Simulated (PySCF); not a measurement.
A calculated (UHF, PySCF 2.14, ANO-RCC-VTZP, scalar relativity by spin-free X2C-1e) atom or ion has these occupied shells.

| shell | electrons | orbital energy (eV) | rms radius, mean of both spins (bohr) |
| --- | --- | --- | --- |
| 1s α | 1 | -18099.8 | 0.0426 |
| 1s β | 1 | -18099.8 | 0.0426 |
| 2s α | 1 | -2583.5 | 0.176 |
| 2s β | 1 | -2583.4 | 0.176 |
| 2p α | 3 | -2298.9 | 0.157 |
| 2p β | 3 | -2298.7 | 0.157 |
| 3s α | 1 | -458.10 | 0.487 |
| 3s β | 1 | -458.00 | 0.487 |
| 3p α | 3 | -362.47 | 0.496 |
| 3p β | 3 | -362.35 | 0.496 |
| 3d α | 5 | -205.18 | 0.495 |
| 3d β | 5 | -204.96 | 0.495 |
| 4s α | 1 | -72.449 | 1.29 |
| 4s β | 1 | -71.378 | 1.29 |
| 4p α | 3 | -44.804 | 1.45 |
| 4p β | 3 | -43.340 | 1.45 |
| 4d α | 1 | -11.534 | 2.20 |
| 5s α | 1 | -8.333 | 3.82 |
| 5s β | 1 | -6.800 | 3.82 |
| 5p α | 1 | -4.390 | 4.75 |

(1) Name the element and its charge.

Results:

(1) Zr (zirconium, neutral), in [Kr] 4d1 5s2 5p1, one real determinant (an excited configuration).
